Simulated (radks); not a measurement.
The numbers below are computed, except where a source is named.
All-electron atom: Pd III in [Kr] 4d8. Code: a radial shooting solver on a logarithmic mesh with Libxc functionals. Model: scalar-relativistic Kohn-Sham, exchange-only LDA, spin-polarised, spherical densities, finite nucleus; open shells are filled with parallel spins first (spin-orbit coupling, left out, can overturn this in heavy ions); Fermi nuclear charge, rms radius 4.5318 fm.

X-ray form factor f0, the Fourier transform of the density (f0(0) = 44):

sin(theta)/lambda (1/angstrom)  f0 (electrons)
0.05                                    43.444
0.1                                     41.885
0.15                                    39.606
0.2                                     36.945
0.25                                    34.200
0.3                                     31.576
0.4                                     27.087
0.5                                     23.709
0.6                                     21.214
0.8                                     17.675
1                                       14.850
1.25                                    11.740
1.5                                      9.272
2                                        6.445
